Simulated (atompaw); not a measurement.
# An all-electron radial function and its pseudo partner (Be (Z = 4))

Columns: radius, all-electron u(r) and pseudo u(r) of the 2p shell (level -2.16 eV) of beryllium in the configuration [He] 2s1.75 2p0.25; PBE, scalar-relativistic, PAW (atompaw) scheme, atompaw 4.2.0.5.

```csv
r (bohr),all-electron,pseudo
0.115,0.0164,0.0038
0.231,0.0538,0.0153
0.346,0.1001,0.0338
0.462,0.1500,0.0592
0.577,0.1990,0.0900
0.692,0.2458,0.1256
0.808,0.2897,0.1651
0.923,0.3292,0.2067
1.038,0.3647,0.2493
1.154,0.3968,0.2922
1.269,0.4258,0.3335
1.385,0.4515,0.3727
1.500,0.4733,0.4083
1.615,0.4915,0.4398
1.731,0.5064,0.4670
1.846,0.5177,0.4892
1.962,0.5261,0.5066
2.077,0.5316,0.5190
2.192,0.5344,0.5270
2.308,0.5350,0.5310
2.423,0.5334,0.5315
2.538,0.5299,0.5292
2.654,0.5248,0.5246
2.769,0.5183,0.5182
2.885,0.5105,0.5105
3.000,0.5017,0.5017
```

How many radial nodes do the two functions have?

The all-electron 2p function has n − l − 1 = 0; the pseudo-wave has 0.

Where does each function peak?

Outermost all-electron maximum near 2.31 bohr, pseudo maximum near 2.42 bohr (to the table’s step).

Is the pseudo-wave norm-conserving?

No, it belongs to a PAW set: the norm inside the radius is not constrained, and the difference is carried by the augmentation charge.
